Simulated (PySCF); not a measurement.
**Electron affinity of V by level of theory**

V⁻ [Ar] 3d4 4s2 (5D) → V [Ar] 3d3 4s2 (4F), as a difference of total energies. Computed with PySCF 2.14 in def2-TZVPPD (6s6p4d2f1g, 67 functions), with no relativity, point nucleus. Correlated levels: valence: [Ar] frozen. The calculations carry no spin-orbit coupling.

```
           method  electron affinity (eV)
              UHF                  -0.946
    MP2 (valence)                  -0.137
SCS-MP2 (valence)                  -0.730
   CCSD (valence)                  -0.013
CCSD(T) (valence)                   0.098
```

A first-order spin-orbit estimate (lowest level to lowest level, LS coupling) adds -0.015 eV.

These non-relativistic numbers lack the scalar-relativistic shift.

Errors of the correlated levels include the incompleteness of this basis and the frozen core.

A negative affinity means that the anion lies above the atom at that level of theory.

The coupled-cluster amplitudes are large for V⁻ (T1 above 0.03 or a double amplitude above 0.15), so a single reference is strained.

For comparison: 0.528 eV (measured; photodetachment measurements, as compiled on the Wikipedia data page of electron affinities).
